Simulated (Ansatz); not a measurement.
`BN=C=N` + `BS` → `BSB` + `N=C=N` at 500 K and 1 bar (ligand exchange at a B–N bond).

Program: Ansatz. Geometries: PBE0-D4/def2-TZVP. ΔE: electronic, gas phase. CBS: MP2 limit from def2 TZ/QZ plus the TZ coupled-cluster correction, frozen cores. This one scheme is used for every species. One conformer a species, not always the lowest.

```json
{"species": "`BN=C=N`", "CCSD(T)/CBS energy (Eh)": "-174.03719", "H − E (kJ/mol)": "150.5", "S (J/(mol·K))": "327.5"}
{"species": "`BS`", "CCSD(T)/CBS energy (Eh)": "-424.38198", "H − E (kJ/mol)": "102.0", "S (J/(mol·K))": "273.9"}
{"species": "`BSB`", "CCSD(T)/CBS energy (Eh)": "-449.77944", "H − E (kJ/mol)": "145.4", "S (J/(mol·K))": "316.4"}
{"species": "`N=C=N`", "CCSD(T)/CBS energy (Eh)": "-148.62207", "H − E (kJ/mol)": "109.9", "S (J/(mol·K))": "268.8"}
```

H − E and S are ideal-gas, rigid-rotor, harmonic terms from PBE0-D4/def2-TZVP, for one conformer and one mirror image of each species. 1 Eh = 2625.50 kJ/mol, R = 8.31446 J/(mol·K).

**Question.** By hand: ΔE, ΔH, ΔS and ΔG.

**Answer.** ΔE = (-449.77944) + (-148.62207) − (-174.03719) − (-424.38198) = 0.01766 Eh = 46.4 kJ/mol. Δ(H − E) = 145.4 + 109.9 − 150.5 − 102.0 = 2.8, so ΔH = 49.2 kJ/mol. ΔS = 316.4 + 268.8 − 327.5 − 273.9 = -16.2 J/(mol·K). ΔG = 49.2 − 500 × (-16.2)/1000 = 57.3 kJ/mol.

**Question.** By hand: the equilibrium constant, and the temperature at which ΔG would vanish if ΔH and ΔS stayed fixed.

**Answer.** log₁₀ K = −ΔG/(RT ln 10) = -6.0. ΔH and −TΔS have one sign here, so there is no such temperature.

ΔH outweighs TΔS. A doubt of 5 kJ/mol in ΔE shifts log₁₀ K by 0.5 here. Other conformers and mirror images would add mixing entropy, several J/(mol·K) or more a flexible species. These are equilibria of isolated gas molecules and say nothing of rates. Largest T1 diagnostic: 0.017 (customary marks: 0.02 for closed shells, 0.045 for open ones).
